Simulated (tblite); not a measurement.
A geometry optimisation, step by step.

Compound: C₆H₉P.
Numbering: `[CH3:1][C:2]#[C:3][PH:4]/[CH:5]=[CH:6]\[CH3:7]` (hydrogens: H8, H9, H10 on C1; H11 on P4; H12 on C5; H13 on C6; H14, H15, H16 on C7)

Computed with GFN2-xTB (tblite), gas phase: L-BFGS steps from a force-field or distance-geometry start until the largest atomic force falls under 0.01 eV/Å. 6 of its 109 geometries are shown.

Step 0: E = -539.9344 eV, largest atomic force 3.658 eV/Å
```
atom  x, y, z in Å  |  force x, y, z in eV/Å
C1      3.897   -0.176    1.144   -0.701   0.230   0.024
C2      2.561   -0.478    0.593    2.785   0.612   1.167
C3      1.490   -0.741    0.160   -3.457  -0.605  -1.030
P4     -0.175   -1.120   -0.532    1.088   0.333   0.106
C5     -0.839    0.589   -0.645   -0.847  -0.067   0.469
C6     -2.137    0.912   -0.510    0.793   0.091  -0.096
C7     -3.302    0.027   -0.232   -0.091  -0.176   0.333
H8      4.048    0.913    1.207   -0.154  -0.342  -0.078
H9      4.007   -0.589    2.153   -0.180   0.021  -0.198
H10     4.672   -0.596    0.518    0.097  -0.119  -0.218
H11    -0.830   -1.524    0.666    0.349   0.304  -0.065
H12    -0.142    1.393   -0.864    0.081  -0.311  -0.006
H13    -2.395    1.968   -0.598   -0.022  -0.187  -0.043
H14    -4.043    0.138   -1.025    0.010   0.024   0.075
H15    -3.772    0.325    0.720    0.089  -0.024  -0.338
H16    -3.050   -1.035   -0.151    0.162   0.216  -0.103
```

Step 22: E = -540.1274 eV, largest atomic force 0.053 eV/Å
```
atom  x, y, z in Å  |  force x, y, z in eV/Å
C1      3.829   -0.181    1.122    0.015   0.005  -0.003
C2      2.512   -0.460    0.595    0.016  -0.005   0.003
C3      1.397   -0.675    0.192   -0.001  -0.012   0.028
P4     -0.158   -1.102   -0.520   -0.036  -0.029  -0.016
C5     -0.841    0.588   -0.596    0.025  -0.007   0.001
C6     -2.117    0.937   -0.499    0.031   0.013  -0.041
C7     -3.258    0.018   -0.230    0.032   0.012   0.000
H8      3.993    0.896    1.180   -0.015  -0.022  -0.002
H9      3.930   -0.608    2.121   -0.008   0.014  -0.031
H10     4.587   -0.619    0.471    0.000   0.007   0.014
H11    -0.740   -1.485    0.703   -0.003   0.043   0.002
H12    -0.092    1.335   -0.831   -0.005   0.020   0.014
H13    -2.385    1.981   -0.615   -0.015   0.010   0.011
H14    -4.002    0.104   -1.023    0.010  -0.003   0.021
H15    -3.740    0.294    0.709   -0.026  -0.041  -0.009
H16    -2.923   -1.016   -0.175   -0.021  -0.004   0.008
```

Step 43: E = -540.1305 eV, largest atomic force 0.023 eV/Å
```
atom  x, y, z in Å  |  force x, y, z in eV/Å
C1      3.824   -0.185    1.109   -0.008  -0.002  -0.002
C2      2.510   -0.483    0.586   -0.016   0.005  -0.007
C3      1.388   -0.695    0.202   -0.003  -0.004  -0.003
P4     -0.182   -1.103   -0.493    0.021  -0.003   0.009
C5     -0.834    0.599   -0.589    0.002   0.002   0.012
C6     -2.111    0.946   -0.497   -0.006  -0.005   0.003
C7     -3.243    0.011   -0.243   -0.007  -0.003  -0.001
H8      3.966    0.894    1.162    0.011   0.016  -0.003
H9      3.929   -0.603    2.110    0.003  -0.009   0.016
H10     4.592   -0.613    0.465    0.001  -0.005  -0.017
H11    -0.760   -1.433    0.745    0.001   0.003   0.006
H12    -0.079    1.344   -0.812    0.001   0.007   0.009
H13    -2.390    1.988   -0.600    0.013   0.002  -0.012
H14    -3.986    0.101   -1.034    0.001   0.002  -0.003
H15    -3.734    0.260    0.699    0.000  -0.004   0.001
H16    -2.898   -1.020   -0.203   -0.014  -0.002  -0.008
```

Step 65: E = -540.1370 eV, largest atomic force 0.026 eV/Å
```
atom  x, y, z in Å  |  force x, y, z in eV/Å
C1      3.861   -0.183    1.038   -0.005  -0.004   0.004
C2      2.517   -0.492    0.604   -0.008   0.003  -0.006
C3      1.376   -0.720    0.292   -0.002   0.004   0.015
P4     -0.245   -1.120   -0.277    0.012  -0.018   0.011
C5     -0.843    0.597   -0.451    0.006  -0.004   0.001
C6     -2.122    0.945   -0.506   -0.004   0.005   0.023
C7     -3.267    0.001   -0.370    0.001  -0.004  -0.003
H8      4.004    0.897    1.069    0.004  -0.004  -0.010
H9      4.027   -0.589    2.036    0.018  -0.005   0.005
H10     4.587   -0.619    0.352   -0.004   0.002  -0.003
H11    -0.760   -1.328    1.017   -0.013  -0.003  -0.013
H12    -0.061    1.336   -0.575   -0.009   0.021  -0.005
H13    -2.387    1.988   -0.628   -0.007   0.005  -0.015
H14    -4.018    0.203   -1.131   -0.006   0.009  -0.002
H15    -3.741    0.123    0.606   -0.007  -0.004  -0.011
H16    -2.934   -1.032   -0.470    0.024  -0.002   0.010
```

Step 86: E = -540.1388 eV, largest atomic force 0.017 eV/Å
```
atom  x, y, z in Å  |  force x, y, z in eV/Å
C1      3.875   -0.191    1.015    0.003  -0.003  -0.003
C2      2.514   -0.494    0.634    0.003   0.004  -0.002
C3      1.361   -0.713    0.361    0.000   0.003  -0.003
P4     -0.259   -1.105   -0.213    0.003   0.002  -0.007
C5     -0.849    0.613   -0.407   -0.002  -0.002   0.001
C6     -2.128    0.951   -0.504    0.001  -0.001  -0.003
C7     -3.264   -0.010   -0.408   -0.006   0.006  -0.002
H8      4.026    0.889    1.030    0.002  -0.003   0.004
H9      4.085   -0.591    2.007   -0.004  -0.001  -0.001
H10     4.568   -0.635    0.300    0.006  -0.003   0.000
H11    -0.795   -1.302    1.074    0.000   0.003   0.008
H12    -0.069    1.358   -0.506   -0.007   0.000   0.003
H13    -2.400    1.991   -0.641   -0.004  -0.004   0.001
H14    -4.010    0.203   -1.171    0.004  -0.001  -0.017
H15    -3.752    0.080    0.564    0.000  -0.006   0.009
H16    -2.912   -1.034   -0.529    0.002   0.006   0.010
```

Step 108: E = -540.1407 eV, largest atomic force 0.006 eV/Å
```
atom  x, y, z in Å  |  force x, y, z in eV/Å
C1      3.912   -0.223    0.986   -0.002   0.001  -0.001
C2      2.534   -0.479    0.634    0.002   0.001   0.001
C3      1.367   -0.659    0.388   -0.003  -0.002  -0.002
P4     -0.268   -1.057   -0.135    0.002  -0.003  -0.001
C5     -0.881    0.651   -0.344   -0.005   0.001   0.003
C6     -2.164    0.956   -0.495    0.003  -0.001   0.002
C7     -3.276   -0.034   -0.457    0.000   0.001  -0.001
H8      4.103    0.850    1.006   -0.003   0.000  -0.002
H9      4.127   -0.637    1.972    0.002   0.000  -0.003
H10     4.574   -0.687    0.255    0.001   0.002   0.004
H11    -0.767   -1.230    1.170   -0.001  -0.002   0.000
H12    -0.118    1.417   -0.403    0.003   0.000   0.003
H13    -2.458    1.990   -0.637    0.002   0.001  -0.002
H14    -3.964    0.135   -1.284    0.001  -0.002  -0.002
H15    -3.842    0.067    0.470   -0.001   0.003  -0.001
H16    -2.887   -1.050   -0.519    0.000   0.001   0.002
```

**Question.** Summarise the path.

**Answer.** The energy falls by 0.2062 eV from step 0 to step 108; nine tenths of that is first reached at step 14. It rises by more than 0.2 meV at step 1. The largest force goes from 3.658 to 0.006 eV/Å. Among the bonds C3–P4 changes most, from 1.843 to 1.762 Å; the atoms move by 0.311 Å rms after alignment.

**Question.** Follow the three bonds and two angles with the largest change from start to end.

**Answer.** 
| step | E above end (eV) | largest force (eV/Å) | C3–P4 (Å) | C1–C2 (Å) | C2≡C3 (Å) | C2–C3–P4 (°) | C5–C6–C7 (°) |
| --- | --- | --- | --- | --- | --- | --- | --- |
| 0 | 0.2062 | 3.658 | 1.843 | 1.476 | 1.185 | 178.9 | 129.1 |
| 5 | 0.0495 | 0.507 | 1.761 | 1.451 | 1.204 | 175.0 | 128.2 |
| 9 | 0.0280 | 0.152 | 1.775 | 1.450 | 1.207 | 171.7 | 128.0 |
| 14 | 0.0197 | 0.107 | 1.763 | 1.444 | 1.205 | 171.2 | 127.3 |
| 19 | 0.0150 | 0.074 | 1.765 | 1.448 | 1.205 | 172.7 | 126.2 |
| 23 | 0.0129 | 0.043 | 1.764 | 1.445 | 1.205 | 174.4 | 125.9 |
| 28 | 0.0117 | 0.037 | 1.764 | 1.446 | 1.205 | 174.6 | 125.7 |
| 33 | 0.0109 | 0.032 | 1.764 | 1.445 | 1.205 | 174.3 | 125.7 |
| 38 | 0.0105 | 0.028 | 1.762 | 1.446 | 1.205 | 174.2 | 125.6 |
| 42 | 0.0102 | 0.019 | 1.764 | 1.446 | 1.205 | 174.2 | 125.4 |
| 47 | 0.0097 | 0.034 | 1.763 | 1.446 | 1.205 | 174.4 | 125.3 |
| 52 | 0.0083 | 0.050 | 1.763 | 1.445 | 1.204 | 175.6 | 125.1 |
| 56 | 0.0060 | 0.059 | 1.764 | 1.445 | 1.205 | 176.6 | 125.2 |
| 61 | 0.0044 | 0.047 | 1.763 | 1.446 | 1.205 | 175.8 | 124.8 |
| 66 | 0.0036 | 0.024 | 1.763 | 1.446 | 1.205 | 175.3 | 124.8 |
| 70 | 0.0031 | 0.030 | 1.763 | 1.446 | 1.205 | 174.5 | 124.7 |
| 75 | 0.0025 | 0.027 | 1.763 | 1.446 | 1.205 | 173.8 | 124.4 |
| 80 | 0.0021 | 0.017 | 1.763 | 1.446 | 1.205 | 173.4 | 124.5 |
| 85 | 0.0019 | 0.019 | 1.762 | 1.446 | 1.205 | 173.5 | 124.5 |
| 89 | 0.0018 | 0.012 | 1.763 | 1.446 | 1.205 | 173.5 | 124.4 |
| 94 | 0.0014 | 0.062 | 1.762 | 1.445 | 1.205 | 173.4 | 124.4 |
| 99 | 0.0002 | 0.022 | 1.763 | 1.446 | 1.205 | 172.9 | 124.4 |
| 103 | 0.0001 | 0.012 | 1.762 | 1.446 | 1.205 | 172.8 | 124.5 |
| 108 | 0.0000 | 0.006 | 1.762 | 1.446 | 1.205 | 172.7 | 124.5 |

What follows is the cost of the whole relaxation. Time: 0.67 s. Hardware: one thread of an Arm Neoverse V1, shared host.
